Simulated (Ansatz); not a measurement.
`C=C([SiH3])C=S` + `CCCO` → `CCCO[SiH3]` + `C=CC=S`  (ligand exchange at the Si–C bond)

Gas-phase electronic energies from Ansatz, PBE0-D4/def2-TZVP geometries. CCSD(T)/CBS is the MP2 limit (def2-TZVPP, def2-QZVPP) plus CCSD(T) − MP2 in def2-TZVPP, frozen cores. One conformer a species, not always the lowest.

```csv
species,CCSD(T)/CBS(def2) energy (Eh)
`C=C([SiH3])C=S`,-804.56665
`CCCO`,-194.14342
`CCCO[SiH3]`,-484.45701
`C=CC=S`,-514.29239
```

Work out ΔE.

ΔE = (-484.45701) + (-514.29239) − (-804.56665) − (-194.14342) = -0.03933 Eh = -24.7 kcal/mol.

Largest T1 diagnostic among the species: 0.016.

From PBE to PBE0 (25 % exact exchange), in def2-TZVPP and without D4, ΔE moves by −0.8 kcal/mol. In def2-TZVPP, CCSD(T) changes the Hartree–Fock value by +5.6 kcal/mol (the triples alone add +0.9 kcal/mol) and MP2 by +5.6 kcal/mol. The D4 term adds +1.2 kcal/mol with B3LYP and +0.6 kcal/mol with PBE0; it sums over pairs of atoms, weighted by their polarisabilities, and B3LYP, whose exchange is more repulsive, gets the larger term.

B3LYP here is the variant with VWN-RPA as its local correlation; programs differ in this.
